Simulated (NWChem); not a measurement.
The numbers come from NWChem runs, not from measurements. System: H2GeO, charge 1, spin multiplicity 2, at the geometry of a parent with another charge or spin, in a state set for the comparison that need not be this species' ground state. Its SCF solution wasn't tested for a lower state. Level: B3LYP/x2c-SVPall-2c, spin-orbit ZORA, VWN1-RPA local correlation.

The NWChem input:

```
start mol
memory heap 200 mb stack 900 mb global 1100 mb
charge 1
geometry units angstroms nocenter noautoz noautosym
  Ge     0.247372     0.311968     0.000000
  H      1.479331    -0.771422     0.000000
  O     -1.081329    -0.921692     0.000000
  H     -0.744616    -1.838035     0.000000
end
basis spherical
  * library x2c-svpall-2c
end
relativistic
  zora on
end
dft
  xc b3lyp
  odft
  mult 2
  semidirect memsize 60000000 filesize 0
  iterations 100
  grid fine
end
task sodft energy
```

NWChem printed:

```
             Northwest Computational Chemistry Package (NWChem) 7.3.0
             --------------------------------------------------------

                                NWChem Input Module
                                -------------------

 Scaling coordinates for geometry "geometry" by  1.889725989
 (inverse scale =  0.529177249)

                             Geometry "geometry" -> ""
                             -------------------------

 Output coordinates in angstroms (scale by  1.889725989 to convert to a.u.)

  No.       Tag          Charge          X              Y              Z
 ---- ---------------- ---------- -------------- -------------- --------------
    1 Ge                  32.0000     0.24737200     0.31196800     0.00000000
    2 H                    1.0000     1.47933100    -0.77142200     0.00000000
    3 O                    8.0000    -1.08132900    -0.92169200     0.00000000
    4 H                    1.0000    -0.74461600    -1.83803500     0.00000000

 Effective nuclear repulsion energy (a.u.)      98.3914526255

            Nuclear Dipole moment (a.u.)
            ----------------------------
        X                 Y               Z
 ---------------- ---------------- ----------------
    -0.0000245664    -0.0000321253     0.0000000000


 Summary of "ao basis" -> "" (spherical)
 ------------------------------------------------------------------------------
       Tag                 Description            Shells   Functions and Types
 ---------------- ------------------------------  ------  ---------------------
 *                       x2c-svpall-2c                on all atoms

                                 NWChem DFT Module
                                 -----------------

 Summary of "ao basis" -> "ao basis" (spherical)
 ------------------------------------------------------------------------------
       Tag                 Description            Shells   Functions and Types
 ---------------- ------------------------------  ------  ---------------------
 Ge                      x2c-svpall-2c              14       38   5s6p3d
[...]
    20    -0.549839   0.060697  1 Ge pz                17    -0.544052   0.060047  1 Ge pz
    49     0.271771  -0.029988  3 O  pz                11     0.254803  -0.028130  1 Ge pz
    52     0.235427  -0.025978  3 O  pz                 8    -0.099250   0.010976  1 Ge pz
    37     0.041171  -0.004472  1 Ge d  1              35    -0.034588   0.003864  1 Ge d -1
    69     0.002699   0.029011  1 Ge py                75     0.002899   0.027618  1 Ge py

 Vector   44  Occ=0.000000D+00  E=-3.438609D-01
              MO Center=  2.1D-04, -2.0D-04, -3.3D-11, r^2= 1.1D-03
  Bfn.         Coefficient        Function           Bfn.         Coefficient        Function
  ----     -------------------  ------------         ----     -------------------  ------------
    82    -0.074467   0.567838  1 Ge pz                79    -0.069577   0.530399  1 Ge pz
   111     0.034153  -0.260472  3 O  pz                73     0.032680  -0.249135  1 Ge pz
   114     0.029894  -0.228001  3 O  pz                70    -0.012813   0.097687  1 Ge pz
    99     0.007262  -0.055840  1 Ge d  1               7     0.028346   0.003767  1 Ge py
    13     0.027580   0.003635  1 Ge py                12    -0.003538   0.027078  1 Ge px

   alpha - beta orbital overlaps
   -----------------------------

   alpha      1      2      3      4      5      6      7      8      9     10
    beta      1      2      3      4      4      6      7      8      9     10
 overlap   1.132  1.354  1.414  0.654  0.087  0.674  0.672  0.673  1.161  1.150

   alpha     11     12     13     14     15     16     17     18     19     20
    beta     11      6      7      8     48     47     49     48     47     49
 overlap   1.152  0.200  0.200  0.200  0.093  0.111  0.116  0.036  0.063  0.094

   alpha     21     22     23     24     25     26     27     28     29     30
    beta      6      7      8     24     25     26     27     28     24     25
 overlap   0.017  0.017  0.018  0.707  0.704  0.703  0.704  0.705  0.240  0.241

   alpha     31     32     33     34     35     36     37     38     39     40
    beta     26     27     28     24     25     26     27     28      4      4
 overlap   0.241  0.240  0.240  0.028  0.031  0.031  0.030  0.031  0.230  0.066

   alpha     41     42     43     44     45     46     47     48     49     50
    beta      4      4     49     44     45     45     47     48     49     47
 overlap   0.013  0.011  0.003  1.068  0.370  0.240  0.350  0.264  0.352  0.233

   alpha     51     52     53     54     55     56     57     58     59     60
    beta     48     49     48     27     47     49     47     48     48     47
 overlap   0.121  0.249  0.009  0.001  0.007  0.011  0.010  0.186  0.036  0.014

   alpha     61     62
    beta     58     49
 overlap   0.018  0.016

     --------------------------
     Expectation value of S2:
     --------------------------
      <S2> =      0.7606 (Exact =     0.7500)

     Multipole analysis of the density
     ---------------------------------

     L   x y z        total         alpha         beta         nuclear
     -   - - -        -----         -----         ----         -------
     0   0 0 0      1.000000    -20.999803    -20.000197     42.000000

     1   1 0 0      1.040616     -0.026381      1.067021     -0.000025
     1   0 1 0     -0.128119     -0.228777      0.100690     -0.000032
     1   0 0 1      0.000000     -0.000000      0.000000      0.000000

     2   2 0 0    -14.734179    -34.626414    -30.299879     50.192114
     2   1 1 0     -0.276650    -18.347987    -20.032522     38.103859
     2   1 0 1      0.000000      0.000000      0.000000      0.000000
     2   0 2 0    -10.050789    -31.961927    -27.669386     49.580524
     2   0 1 1     -0.000000     -0.000000      0.000000      0.000000
     2   0 0 2    -13.998344     -7.569909     -6.428436      0.000000

 Task  times  cpu:       23.4s     wall:       23.4s

 Total times  cpu:       23.4s     wall:       23.4s
```
